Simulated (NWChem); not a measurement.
# Correlation energy of CCl

```
Cl
C 1 1.6758
```
Charge 0, spin multiplicity 2.

Program: NWChem. The geometry was optimised at UPBE/def2-SVP, a minimum by its harmonic frequencies.

Basis set: STO-3G. Each correlation energy counts from its own Hartree-Fock reference.

The correlated methods keep 6 core orbitals frozen. This spin state was chosen for the runs; another may lie lower. The structure started from a generated list of species. The unpaired electrons of the parent sit in orbitals of symmetry b1 (C2v labels of the run); other states weren't searched. The stability of the SCF solutions was not checked. Open-shell Hartree-Fock references start from PBE0 orbitals. No row is a measurement; the coupled-cluster row has its own basis-set and correlation limits.

Order these methods by the correlation energy they give, lowest first: CCSD(T) on ROHF, CCSD on UHF, SCS-UMP2, UMP2, CCSD(T) on UHF.

CCSD(T) on ROHF (-55.5 mHa), CCSD(T) on UHF (-54.2 mHa), CCSD on UHF (-51.8 mHa), SCS-UMP2 (-38.0 mHa), UMP2 (-35.9 mHa)
